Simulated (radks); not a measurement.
The numbers below are computed, except where a source is named.
Valence configurations of Dy+ (all share [Xe]). Level of theory: Dirac Kohn-Sham, PBE, spin-unpolarised, spherical densities, finite nucleus; open shells fill j = l - 1/2 first; Fermi nuclear charge, rms radius 5.2218 fm (a radial shooting solver on a logarithmic mesh with Libxc functionals). Energies are relative to 4f10 6s1; eigenvalues in eV.

| valence | E (eV) | e(4f5/2) | e(4f7/2) | e(5d3/2) | e(6p1/2) | e(6s1/2) |
|---|---|---|---|---|---|---|
| 4f10 6s1 | 0.000 | -9.907 | -9.031 | - | - | -8.839 |
| 4f10 5d0.5 6s0.5 | 0.960 | -8.998 | -8.123 | -6.423 | - | -8.434 |
| 4f9 6s1 6p1 | 7.085 | -19.414 | -18.474 | - | -7.316 | -11.031 |
| 4f9 6s0.5 6p1.5 | 8.950 | -19.961 | -19.020 | - | -7.565 | -11.309 |
| 4f9.5 6s1 6p0.5 | 2.562 | -14.453 | -13.544 | - | -6.539 | -9.961 |
| 4f9.5 6s0.5 6p1 | 4.280 | -15.020 | -14.111 | - | -6.818 | -10.266 |
| 4f10 6p1 | 3.167 | -11.064 | -10.188 | - | -6.317 | - |
| 4f8 5d2 6s1 | 13.391 | -22.707 | -21.706 | -9.760 | - | -10.008 |
| 4f9 6s2 | 3.401 | -18.291 | -17.351 | - | - | -10.437 |
| 4f7 5d2 6s1 6p1 | 33.524 | -34.052 | -32.987 | -13.775 | -7.829 | -11.999 |

NIST lists [Xe] 4f10 6s1 as the ground configuration; this level of theory agrees among the configurations tried. The energies are those of spherical spin-averaged densities, not of single terms.
